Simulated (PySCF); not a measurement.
Atomic charges by several schemes

C₅H₁₁NOSi₂.
Cartesian coordinates in Å at the PBE0-D3(BJ)/def2-SVP level; atoms count from 1:
```xyz
20
C5H11NOSi2 angstrom
C     -2.2775    1.3126   -0.4722
C     -1.6026    0.0463   -0.0652
C     -2.0449   -1.2815   -0.3728
C     -1.1316   -2.1249    0.1847
O     -0.1700   -1.4330    0.8099
C     -0.4444   -0.0979    0.6656
Si     0.8011    1.0853    1.3826
N      2.3721    0.5953    0.8232
Si     2.7663   -0.4434   -0.5210
H     -3.2681    1.4036    0.0012
H     -2.4348    1.3416   -1.5617
H     -1.6876    2.1948   -0.1903
H     -2.9297   -1.5644   -0.9399
H     -1.0433   -3.2087    0.2134
H      0.8055    1.0747    2.8786
H      0.3942    2.4592    0.9502
H      3.1572    0.8787    1.4032
H      3.0052   -1.8687   -0.1298
H      4.0217    0.0512   -1.1693
H      1.6480   -0.3989   -1.5063
```

Density: PBE0/pcSseg-1 (PySCF); schemes: Mulliken, IAO, Hirshfeld and ESP-fitted. The structure is a single PBE0-D3(BJ)/def2-SVP conformer in the gas phase; no vibrational or solvent corrections.

Tabulate the Mulliken, IAO, Hirshfeld and ESP-fitted charges.

In e; atoms taken as equivalent share a row and are averaged (×n: the atom named and its like, n in all):

```
       atom                        environment  Mulliken     IAO  Hirshfeld  ESP-fitted
         C1               benzylic-type carbon    -0.134  -0.418     -0.112      -0.549
         C2        substituted aromatic carbon    -0.311  -0.017     -0.016      +0.340
         C3                 aromatic CH carbon    -0.151  -0.234     -0.093      -0.454
         C4  aromatic CH next to a ring oxygen    +0.183  +0.024     +0.017      -0.043
         O5                  furan-type oxygen    -0.388  -0.231     -0.057      -0.114
         C6        substituted aromatic carbon    -0.068  -0.170     -0.058      -0.138
        Si7                       SiH2 silicon    +0.835  +0.889     +0.359      +0.451
         N8    nitrogen bridging silicon atoms    -0.844  -0.931     -0.329      -0.717
        Si9                       SiH3 silicon    +0.631  +0.729     +0.334      +0.475
H10/H11/H12                    methyl hydrogen    +0.132  +0.152     +0.046      +0.156
        H13                  aromatic hydrogen    +0.073  +0.161     +0.057      +0.231
        H14                  aromatic hydrogen    +0.112  +0.171     +0.067      +0.183
    H15/H16                      Si–H hydrogen    -0.123  -0.148     -0.086      -0.099
        H17                       N–H hydrogen    +0.226  +0.268     +0.120      +0.371
H18/H19/H20                      Si–H hydrogen    -0.105  -0.134     -0.085      -0.102
```

Mean size of the charges over all atoms: IAO 0.270 e, ESP-fitted 0.252 e, Mulliken 0.246 e, Hirshfeld 0.109 e. Each set sums to the total charge, 0, to within 0.001 e. The IAO scheme projects the occupied orbitals on a minimal set of polarised atomic orbitals and counts the electrons in each atom's part of it. The ESP scheme fits charges at the nuclei, held to the total charge, to the electrostatic potential on points at 1.4 to 2.0 times the van der Waals radii.

Some averages cover members that differ in this geometry: H18/H19/H20, ESP-fitted -0.117 to -0.073; H18/H19/H20, IAO -0.146 to -0.120; H15/H16, Mulliken -0.136 to -0.110 e.

Lowest charge. All schemes agree: Mulliken N8 (-0.844); IAO N8 (-0.931); Hirshfeld N8 (-0.329); ESP-fitted N8 (-0.717).

Highest charge. The schemes don't all agree: Mulliken Si7 (+0.835); IAO Si7 (+0.889); Hirshfeld Si7 (+0.359); ESP-fitted Si9 (+0.475).

How many electrons does the Hirshfeld scheme count on N8?

Z − q = 7 − (-0.329) = 7.329.

Sum the charges by element, for elements with more than one atom.

| element | atoms | Mulliken | IAO | Hirshfeld | ESP-fitted |
| --- | --- | --- | --- | --- | --- |
| C | 5 | -0.482 | -0.815 | -0.261 | -0.845 |
| Si | 2 | +1.466 | +1.618 | +0.693 | +0.926 |
| H | 11 | +0.248 | +0.359 | -0.045 | +0.749 |
